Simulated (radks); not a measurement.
Valence configurations of Cr3+ (all share [Ar]). All-electron calculation, Dirac Kohn-Sham, PBEsol, spin-unpolarised, spherical densities, finite nucleus; open shells fill j = l - 1/2 first; Fermi nuclear charge, rms radius 3.6452 fm. Program: a radial shooting solver on a logarithmic mesh with Libxc functionals. Energies are relative to 3d3; eigenvalues in eV.

| valence | E (eV) | e(3d3/2) | e(4p1/2) | e(4s1/2) |
|---|---|---|---|---|
| 3d3 | 0.000 | -39.114 | - | - |
| 3d2.5 4s0.5 | 5.695 | -42.524 | - | -30.123 |
| 3d2 4p1 | 19.008 | -47.076 | -25.532 | - |
| 3d1 4p2 | 43.390 | -55.549 | -28.191 | - |
| 3d1 4s1 4p1 | 36.363 | -54.632 | -27.733 | -34.752 |
| 3d0.5 4s0.5 4p2 | 54.227 | -59.521 | -29.209 | -36.466 |
| 3d2 4s1 | 12.424 | -46.099 | - | -31.554 |
| 3d2.5 4p0.5 | 8.886 | -43.025 | -24.045 | - |
| 3d1.5 4s1 4p0.5 | 23.671 | -50.304 | -26.403 | -33.199 |
| 3d1 4s2 | 29.353 | -53.700 | - | -34.250 |

NIST lists [Ar] 3d3 as the ground configuration; this level of theory agrees among the configurations tried. The energies are those of spherical spin-averaged densities, not of single terms.
